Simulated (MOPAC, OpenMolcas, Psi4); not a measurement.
A ladder of methods for InSiNH6 (SMILES N[SiH2][InH2])

The species is InSiNH6 (9 atoms), meant as a singlet with charge 0. SMILES: `N[SiH2][InH2]`. The shape is that of a PBE0-D4/def2-TZVP optimisation. This is one conformer, not always the lowest.

Quantity: the HOMO–LUMO gap, in eV. The values are calculated.

```json
{"level": "PM6", "kind": "semi-empirical", "program": "MOPAC", "value (eV)": "9.04", "CPU time": "under 2 s"}
{"level": "HF/def2-SVP (core potential)", "kind": "Hartree–Fock", "program": "OpenMolcas", "value (eV)": "10.02", "CPU time": "18 s"}
{"level": "SVWN5/def2-SVP (core potential)", "kind": "LDA", "program": "OpenMolcas", "value (eV)": "2.77", "CPU time": "52 s"}
{"level": "revPBE/def2-SVP (core potential)", "kind": "GGA", "program": "OpenMolcas", "value (eV)": "3.01", "CPU time": "55 s"}
{"level": "M06-L/def2-SVP (core potential)", "kind": "meta-GGA", "program": "OpenMolcas", "value (eV)": "3.58", "CPU time": "74 s"}
{"level": "r2SCAN/def2-SVP (core potential)", "kind": "meta-GGA", "program": "OpenMolcas", "value (eV)": "3.48", "CPU time": "81 s"}
{"level": "M06-2X/def2-SVP (core potential)", "kind": "hybrid meta-GGA", "program": "OpenMolcas", "value (eV)": "6.45", "CPU time": "70 s"}
{"level": "wB97X-D/def2-SVP (density fitting, core potential)", "kind": "range-separated hybrid", "program": "Psi4", "value (eV)": "8.31", "CPU time": "17 s"}
{"level": "B2PLYP/def2-SVP (core potential)", "kind": "double hybrid", "program": "OpenMolcas", "value (eV)": "6.82", "CPU time": "41 s"}
```

The values span 2.77 to 10.02 eV. Orbital gaps aren't excitation energies, and those of double hybrids come from the SCF part alone; they tend to grow with the share of exact exchange. Times are those of the runs behind each value, whatever else they computed, on shared processors of several kinds: orders of magnitude only.
